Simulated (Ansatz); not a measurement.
Relaxation of H$_{5}$N$_{2}$PSi (9 atoms, charge 0, multiplicity 1), to a largest force component of 0.015 eV/Å in at most 40 steps.

Computed with Ansatz 0.2.0, RKS PBE/def2-SVP.

```xyz
9
Properties=species:S:1:pos:R:3
N -0.965 1.127 0.074
Si 0.390 0.469 0.674
N 1.201 1.936 0.644
P 2.269 1.106 -0.308
H -1.724 0.440 0.049
H -0.833 1.331 -0.931
H 0.334 0.181 2.145
H 1.651 2.058 1.623
H 1.602 1.371 -1.608
```

Q: Where does it end, and by what steps?

A: The forces met the threshold. After 11 steps the energy has fallen by 1.997 eV; H8 moved furthest, 0.64 Å.

```
step  energy less start (eV)  largest force component (eV/Å)  accepted
   0                  0.0000                           5.118       yes
   1                 -1.3399                           2.319       yes
   2                 -1.7769                           1.383       yes
   3                 -1.9368                           0.427       yes
   4                 -1.9664                           0.331       yes
   5                 -1.9640                           0.332        no
   6                 -1.9850                           0.147       yes
   7                 -1.9919                           0.111       yes
   8                 -1.9958                           0.115       yes
   9                 -1.9967                           0.036       yes
  10                 -1.9970                           0.016       yes
  11                 -1.9970                           0.012       yes
```

```xyz
9
Properties=species:S:1:pos:R:3
N -1.204 0.987 0.067
Si 0.370 0.692 0.719
N 1.431 2.041 0.742
P 2.407 0.819 -0.217
H -1.868 0.210 0.004
H -1.302 1.625 -0.727
H 0.206 -0.250 1.873
H 1.873 2.635 1.448
H 2.012 1.260 -1.547
```

Whether the end is a true minimum wasn't checked by a vibrational analysis.

The run took 25 s on 1 thread of Intel(R) Xeon(R) Platinum 8488C (Sapphire Rapids) (shared host), peak memory 0.14 GiB.
